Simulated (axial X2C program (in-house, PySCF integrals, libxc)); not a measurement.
# ZrSH: the levels of the configuration d2 s1 p(π)0

Computed with an in-house all-electron X2C program for linear molecules (integrals from PySCF): two-component X2C with atomic mean-field Coulomb and Gaunt terms, basis Zr dyall-v3z, S dyall-av3z, H dyall-v3z (cores contracted in-house). Orbitals come from Hartree–Fock averaged over the configuration Zr d2 s1 p(π)0; CI then distributes these electrons over the d, s, p(π) shells of Zr.

Zr–S–H held linear, bonds 2.487 and 1.340 Å (the second held) (near the minimum of the configuration average).

Lowest levels of this model:

```json
{"Ω": "3/2", "energy (cm⁻¹)": "0", "g∥": "0.67", "μ (D)": "-1.72", "configuration": "98% d2 s1"}
{"Ω": "1/2", "energy (cm⁻¹)": "182", "g∥": "1.90", "μ (D)": "-1.32", "configuration": "100% d2 s1"}
{"Ω": "5/2", "energy (cm⁻¹)": "248", "g∥": "4.88", "μ (D)": "-1.66", "configuration": "98% d2 s1"}
{"Ω": "3/2", "energy (cm⁻¹)": "521", "g∥": "1.48", "μ (D)": "-1.53", "configuration": "99% d2 s1"}
{"Ω": "7/2", "energy (cm⁻¹)": "588", "g∥": "8.92", "μ (D)": "-1.65", "configuration": "98% d2 s1"}
{"Ω": "5/2", "energy (cm⁻¹)": "822", "g∥": "5.24", "μ (D)": "-1.59", "configuration": "99% d2 s1"}
{"Ω": "7/2", "energy (cm⁻¹)": "1091", "g∥": "9.09", "μ (D)": "-1.61", "configuration": "99% d2 s1"}
{"Ω": "9/2", "energy (cm⁻¹)": "1143", "g∥": "12.00", "μ (D)": "-1.97", "configuration": "98% d2 s1"}
{"Ω": "1/2", "energy (cm⁻¹)": "1202", "g∥": "2.09", "μ (D)": "-1.91", "configuration": "98% d2 s1"}
{"Ω": "3/2", "energy (cm⁻¹)": "1442", "g∥": "5.41", "μ (D)": "-1.99", "configuration": "98% d2 s1"}
{"Ω": "1/2", "energy (cm⁻¹)": "1741", "g∥": "2.38", "μ (D)": "-1.70", "configuration": "98% d2 s1"}
{"Ω": "5/2", "energy (cm⁻¹)": "2004", "g∥": "7.86", "μ (D)": "-1.68", "configuration": "97% d2 s1"}
{"Ω": "3/2", "energy (cm⁻¹)": "2084", "g∥": "4.39", "μ (D)": "-1.81", "configuration": "97% d2 s1"}
{"Ω": "1/2", "energy (cm⁻¹)": "2129", "g∥": "1.43", "μ (D)": "-1.89", "configuration": "98% d2 s1"}
{"Ω": "5/2", "energy (cm⁻¹)": "3031", "g∥": "6.03", "μ (D)": "-1.62", "configuration": "54% d2 s1 + 38% d1 s2"}
{"Ω": "7/2", "energy (cm⁻¹)": "8901", "g∥": "7.97", "μ (D)": "-2.12", "configuration": "94% d2 s1"}
{"Ω": "9/2", "energy (cm⁻¹)": "10512", "g∥": "10.01", "μ (D)": "-1.59", "configuration": "92% d2 s1 + 5% d3"}
{"Ω": "7/2", "energy (cm⁻¹)": "10525", "g∥": "6.03", "μ (D)": "-1.59", "configuration": "92% d2 s1 + 6% d3"}
{"Ω": "9/2", "energy (cm⁻¹)": "14339", "g∥": "12.00", "μ (D)": "-3.41", "configuration": "82% d3 + 13% d2 p(π)1"}
{"Ω": "9/2", "energy (cm⁻¹)": "22595", "g∥": "9.94", "μ (D)": "-4.11", "configuration": "74% d3 + 19% d2 p(π)1"}
{"Ω": "11/2", "energy (cm⁻¹)": "24604", "g∥": "12.05", "μ (D)": "-4.24", "configuration": "83% d3 + 17% d2 p(π)1"}
```

g∥ is the magnitude of 2⟨Lz + ge Sz⟩ for the +Ω component. μ is positive if the H end is positive.

Q: From Ω and g∥ of the lowest level, whose 2⟨Lz + ge Sz⟩ is positive, find ⟨Sz⟩ and ⟨Lz⟩ (ge = 2.0023).

A: Ω = ⟨Lz⟩ + ⟨Sz⟩ = 3/2 and ⟨Lz⟩ + ge⟨Sz⟩ = 0.335, so ⟨Sz⟩ = -1.16 and ⟨Lz⟩ = 2.66.

Occupations of the active spinors in the lowest level by ω, shell by shell in order of energy: -5/2: 0.00; -3/2: 0.00 0.00 0.00; -1/2: 0.22 0.00 0.86 0.00; 1/2: 0.25 0.53 0.12 0.01; 3/2: 0.91 0.00 0.00; 5/2: 0.09. The leading determinant has weight 0.52 among 82.

This point took 4.4 s on 1 thread of Intel(R) Xeon(R) Platinum 8488C (Sapphire Rapids), with other jobs on the host.

Dynamic correlation is missing, so gaps between terms are too wide and other configurations may lie lower; the lowest level listed is that of this model, not necessarily the ground state. For d shells the ligand-field splittings (σ, π, δ) and their order can be off by a thousand cm⁻¹ or more. At most 4 roots were kept for each Ω > 0 (twice that for Ω = 0) within 3.2 eV of the lowest, so higher up levels can be missing between those listed; levels with Ω > 0 are doubly degenerate and listed once, Ω = 0 levels singly. Some active spinors are only partly of the character that their shell is named for, so the shell names and counts are nominal. States that fill the shells left empty in the average are placed too high. The molecule was held linear; bending was not examined. Hydrosulfides and their kin are strongly bent in nature, so this linear model does not describe the real molecule.
